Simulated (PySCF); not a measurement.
`CO/C(=C\Br)[c+]1cc1F`, [C6H5BrFO]+, charge +1

Cartesian coordinates in Å; atom numbers follow the order of the lines, from 1:
```xyz
14

C    -1.650   -1.216   -0.253
O    -1.521    0.169    0.035
C    -0.312    0.716    0.148
C    -0.233    2.073    0.430
Br   -1.746    3.081    0.627
C     0.885    0.018    0.002
C     1.652   -1.166   -0.248
C     2.297   -0.008   -0.001
F     3.377    0.648    0.144
H    -2.722   -1.398   -0.289
H    -1.210   -1.460   -1.222
H    -1.205   -1.827    0.534
H     0.714    2.579    0.542
H     1.673   -2.210   -0.470
```

Total charge +1.

Theory: GIAO B97-2/pcSseg-1 magnetisability, rotational g tensor and spin-rotation constants, non-relativistic, gas phase in PySCF 2.14.0. Geometry: GFN2-xTB.

The calculation is non-relativistic, which matters for the atoms heavier than Zn. For an ion the centre-of-mass motion in the field is neglected.

Problem. What are the magnetisability and the molar susceptibility?

Solution. Isotropic -1300 × 10⁻³⁰ J/T², or -78.3 × 10⁻⁶ cm³/mol; principal values -1562, -1230, -1107 × 10⁻³⁰ J/T², anisotropy 408 × 10⁻³⁰ J/T² (root of half the summed squared differences of the principal values). The susceptibility is in cgs units.

Problem. Split it along the inertial axes a, b, c into diamagnetic and paramagnetic parts about the centre of mass, with the quadrupole moment.

Solution. 
```csv
axis,χ (10⁻⁶ cm³/mol),diamagnetic (10⁻⁶ cm³/mol),paramagnetic (10⁻⁶ cm³/mol),summed x² of all electrons (Å²),quadrupole Θ (D Å)
a,-71.1,-751.1,680.0,430.2,+28.09
b,-69.6,-1886.1,1816.4,162.7,-2.55
c,-94.1,-2515.6,2421.5,14.3,-25.54
```
Anisotropies 2χaa − χbb − χcc = +21.5 and 2χbb − χaa − χcc = +25.9 × 10⁻⁶ cm³/mol. Θ is traceless in Buckingham's convention.

Problem. And the rotational g tensor?

Solution. 
```tsv
axis	rotational constant (GHz)	g	nuclear part	electronic part
a	1.8124	-0.0199	0.5591	-0.5790
b	0.5701	-0.0018	0.4847	-0.4865
c	0.4349	+0.0064	0.5011	-0.4947
```
Asymmetric top; isotopes 79Br, 12C, 19F, 1H, 16O; no vibrational averaging.
